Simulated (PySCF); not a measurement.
**Exercise with solution: oscillator strength and radiative lifetime**

[(E)-2-germylethenyl]germane (C2H8Ge2), SMILES [GeH3]/[CH]=[CH]/[GeH3].

The structure is a stationary point at PBE0-D3(BJ)/def2-SVP.

TDA-PBE/def2-SVPD run with PySCF 2.14.0 puts the first singlet state with f over 0.02 at 6.34 eV (vertical), with the transition dipole (0.279, -1.465, 0.000) in atomic units.

Q: Find the oscillator strength, the wavelength and the radiative lifetime that this transition would have in vacuum if emission retraced absorption.

A: 
|μ|² = 2.2241 au, so |μ| = 3.79 D. ΔE = 6.34/27.211 = 0.2330 hartree. f = (2/3) ΔE |μ|² = 0.345 (the program prints 0.345).
λ = 1239.84/6.34 = 196 nm; ν = 51136 cm⁻¹.
Einstein's coefficient A = 0.6670 ν² f s⁻¹ (ν in cm⁻¹) = 6.0e8 s⁻¹, so τ = 1/A = 1.7 ns. This state is S2; the lower singlet has f = 0.000. The figure is the radiative limit of this one transition; relaxation, internal conversion, crossing to triplets and a medium change what is measured.
